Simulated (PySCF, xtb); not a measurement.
GeHCl, SMILES [Cl][GeH] (connectivity only; charge and spin as stated), neutral, multiplicity 1.

xtb with GFN2-xTB at its own geometry gives an orbital gap of 3.05 eV and a dipole moment of 2.24 D.

Geometry optimised at ωB97X-D3(BJ)/def2-TZVP.

Question: What does CAM-B3LYP/def2-TZVPD (PySCF) give? (Estimate from the structure and the level; the computed values follow.)

Answer: gap 6.42 eV (levels -8.48 and -2.06 eV), dipole 1.85 D.
